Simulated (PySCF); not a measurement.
Broadened absorption spectrum of Si(NCO)Cl3

Compound: Si(NCO)Cl3, CCl₃NOSi.
InChI=1S/CCl3NOSi/c2-7(3,4)5-1-6

Level of theory: TDDFT B3LYP/def2-SVPD, vertical, gas phase, core orbitals frozen in the response in PySCF 2.14.0, density-fitted response routines. Geometry: PBE0-D3(BJ)/def2-SVP; no solvent, vibrations or thermal averaging.

Broadening: Gaussians 0.4 eV wide at half height, area fixed by f = 4.319×10⁻⁹ ∫ε dν̃. The width is an assumption, not a result. The curve ends short of the highest state used, and states not computed would add to its high-energy end.

E (eV), ε (L mol⁻¹ cm⁻¹) and a bar:
```
     6.45          0 
     6.50          0 
     6.54          0 
     6.58          0 
     6.63          1 
     6.67          2 
     6.72          5 
     6.76         10 
     6.80         18 #
     6.85         37 ##
     6.89         62 ###
     6.94        109 #####
     6.98        164 #######
     7.02        233 ##########
     7.07        337 ###############
     7.11        427 ###################
     7.16        534 ########################
     7.20        603 ###########################
     7.25        657 #############################
     7.29        669 ##############################
     7.33        658 ##############################
     7.38        631 ############################
     7.42        619 ############################
     7.47        652 #############################
```

Problem. Locate the maxima and give the states behind the curve.

Solution. 170 nm (7.29 eV), ε about 670, made up of S4 (39%) and S6 (46%) (ε in L mol⁻¹ cm⁻¹; maxima over ε = 5, shares over 10%). At its high-energy end, 7.47 eV, the curve is still rising (ε about 650, from S4, S6, S7 and S8). The states used: S1 7.05 eV (f 0.0000); S2 7.15 eV (f 0.0001); S3 7.16 eV (f 0.0008); S4 7.27 eV (f 0.0039); S5 7.28 eV (f 0.0005); S6 7.28 eV (f 0.0045); S7 7.78 eV (f 0.013); S8 7.79 eV (f 0.012); S9 8.07 eV (f 0.091).

Problem. What would ε be at 7.29 eV, the highest of these maxima, with half the width (0.2 eV)?

Solution. About 1220 L mol⁻¹ cm⁻¹ against 669, a factor of about 1.8; a lone state at its own centre would give exactly 2.

Problem. Does any computed singlet lie in the visible range?

Solution. No computed singlet lies in the visible range (380 to 750 nm); the lowest, at 176 nm, stands 3.79 eV above its violet end (3.26 eV).

Problem. Coming from long wavelengths, where does ε first pass 100 L mol⁻¹ cm⁻¹?

Solution. At about 179 nm (6.93 eV), 0.12 eV below S1.
